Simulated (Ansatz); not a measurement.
Basis sets compared for Al(H2S)F3 (AlH2SF3). The state is a singlet with charge 0. Geometry PBE-D4/def2-SVP. Ansatz on 2 threads of AMD EPYC 7R13 on a shared host; times are rough, and most runs start from earlier orbitals.

Cartesian coordinates in Å:
```
Al -0.216 0.094 1.005
S 0.683 -0.660 -1.207
H -0.533 -0.593 -1.824
H 1.009 0.604 -1.606
F -1.031 -1.296 1.452
F -1.139 1.366 0.421
F 1.226 0.485 1.759
```

B3LYP takes the VWN-RPA correlation.

Binding counts from free atoms (Al doublet, S triplet, H doublet, F doublet) in the same basis, without a counterpoise term.

```csv
level,functions,energy (Eh),HOMO (eV),LUMO (eV),binding per atom (eV),wall time
HF/6-31G,57,-938.9961,-13.71,2.45,2.30,0.3 s
HF/def2-TZVP (with forces),179,-939.3463,-13.30,2.30,2.86,2.8 s
PBE-D4/def2-SVP,88,-940.5587,-8.11,-1.79,3.89,0.8 s
PBE-D4/def2-TZVP,179,-941.1759,-8.47,-2.20,3.90,1.6 s
r2SCAN-D4/def2-TZVP,179,-941.5963,-8.85,-1.94,3.88,3.3 s
B3LYP-D4/6-31G,57,-941.4656,-9.81,-1.17,3.33,0.96 s
B3LYP-D4/def2-TZVP,179,-941.8191,-9.72,-1.48,3.83,2.4 s
PBE0-D4/def2-SVP,88,-940.6181,-9.89,-0.79,3.76,1.2 s
PBE0-D4/def2-TZVP,179,-941.2287,-9.99,-1.19,3.79,2.5 s
```

Estimate the rows for PBE-D4/def2-TZVPD, r2SCAN-D4/def2-TZVPD, PBE0-D4/def2-TZVPD.


```
               level  functions  energy (Eh)  HOMO (eV)  LUMO (eV)  binding per atom (eV)  wall time
   PBE-D4/def2-TZVPD        227    -941.1803      -8.54      -2.27                   3.90      2.8 s
r2SCAN-D4/def2-TZVPD        227    -941.5997      -8.89      -1.97                   3.89      4.6 s
  PBE0-D4/def2-TZVPD        227    -941.2323     -10.03      -1.26                   3.79      4.3 s
```
